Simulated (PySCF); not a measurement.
Geometry:
| atom | x (Å) | y (Å) | z (Å) |
| --- | --- | --- | --- |
| B1 | -1.031 | 0.897 | 1.162 |
| C2 | -2.518 | 0.453 | 0.966 |
| C3 | -2.643 | 0.136 | -0.531 |
| C4 | -1.249 | -0.327 | -0.955 |
| C5 | -0.274 | 0.583 | -0.178 |
| C6 | 1.164 | 0.192 | -0.173 |
| C7 | 2.004 | -0.030 | 0.891 |
| C8 | 3.323 | -0.403 | 0.505 |
| C9 | 3.473 | -0.466 | -0.854 |
| S10 | 2.011 | -0.070 | -1.665 |
| H11 | -0.550 | 1.400 | 2.151 |
| H12 | -2.555 | -0.492 | 1.554 |
| H13 | -3.309 | 1.089 | 1.392 |
| H14 | -3.424 | -0.603 | -0.767 |
| H15 | -2.906 | 1.058 | -1.078 |
| H16 | -1.096 | -0.297 | -2.046 |
| H17 | -1.080 | -1.371 | -0.640 |
| H18 | -0.367 | 1.604 | -0.634 |
| H19 | 1.679 | 0.078 | 1.927 |
| H20 | 4.128 | -0.620 | 1.208 |
| H21 | 4.364 | -0.730 | -1.423 |

Geometry: PBE0-D3(BJ)/def2-SVP; GIAO absolute shieldings from PySCF, gas phase, non-relativistic, averaged over equivalent atoms.

At PBE0/pcSseg-1 (232 basis functions, 42 s wall time on 1 thread of an Arm Neoverse V2, shared host):
```json
{"atoms": "B1", "σ (ppm)": "12.7"}
{"atoms": "C6", "σ (ppm)": "30.5"}
{"atoms": "C9", "σ (ppm)": "52.0"}
{"atoms": "C8", "σ (ppm)": "53.7"}
{"atoms": "C7", "σ (ppm)": "54.8"}
{"atoms": "C5", "σ (ppm)": "133.2"}
{"atoms": "C4", "σ (ppm)": "145.2"}
{"atoms": "C2", "σ (ppm)": "149.7"}
{"atoms": "C3", "σ (ppm)": "155.8"}
{"atoms": "S10", "σ (ppm)": "267.6"}
{"atoms": "H11", "σ (ppm)": "23.20"}
{"atoms": "H19", "σ (ppm)": "24.14"}
{"atoms": "H21", "σ (ppm)": "24.19"}
{"atoms": "H20", "σ (ppm)": "24.33"}
{"atoms": "H16", "σ (ppm)": "28.85"}
{"atoms": "H18", "σ (ppm)": "29.10"}
{"atoms": "H13", "σ (ppm)": "29.14"}
{"atoms": "H14", "σ (ppm)": "29.17"}
{"atoms": "H15", "σ (ppm)": "29.77"}
{"atoms": "H17", "σ (ppm)": "29.78"}
{"atoms": "H12", "σ (ppm)": "30.54"}
```

Estimate the result of repeating the calculation with KT2/pcSseg-1.

Answers


```
atoms  σ at KT2/pcSseg-1  change
   B1               18.0    +5.3
   C6               41.5   +11.0
   C9               62.4   +10.4
   C8               62.7    +9.0
   C7               63.4    +8.6
   C5              129.7    -3.5
   C4              142.9    -2.3
   C2              147.3    -2.4
   C3              153.4    -2.4
  S10              295.4   +27.8
  H11              23.17   -0.03
  H19              24.15   +0.01
  H21              24.32   +0.13
  H20              24.41   +0.08
  H16              28.68   -0.17
  H18              28.72   -0.38
  H13              28.90   -0.24
  H14              28.97   -0.20
  H15              29.66   -0.11
  H17              29.68   -0.10
  H12              30.38   -0.16
```

The largest change is at S10 (aromatic ring sulfur). Cost: 232 basis functions, 59 s wall time on 1 thread of an Arm Neoverse V2, shared host. The order of the carbon signals is the same at both levels.

A carbon bonded to boron is broadened by the quadrupolar boron nucleus and is often missing from a measured spectrum.
